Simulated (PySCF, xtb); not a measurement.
Al(Cl)(Me)(SMe) (C2H6AlClS), SMILES C[S][Al]([CH3])[Cl]. The values are those of a single conformer.

Harmonic wavenumbers (cm⁻¹) from GFN2-xTB run with xtb at its own minimum, in rising order: 58, 85, 102, 138, 139, 170, 184, 400, 544, 564, 620, 667, 707, 934, 948, 1292, 1311, 1437, 1453, 1453, 1457, 2941, 2948, 2955, 3020, 3044, 3045.

Q: What does PySCF with PBE-D3(BJ)/def2-SVP give at its own minimum? (The exact figures need the calculation; the answer reports its results.)

A: 32, 47, 79, 112, 153, 171, 197, 406, 543, 633, 666, 682, 691, 927, 937, 1161, 1285, 1372, 1375, 1401, 1409, 2971, 2986, 3065, 3082, 3095, 3095. Paired by order, the mean absolute difference is 39 cm⁻¹ and the zero-point energies are 46.6 and 46.6 kcal/mol.
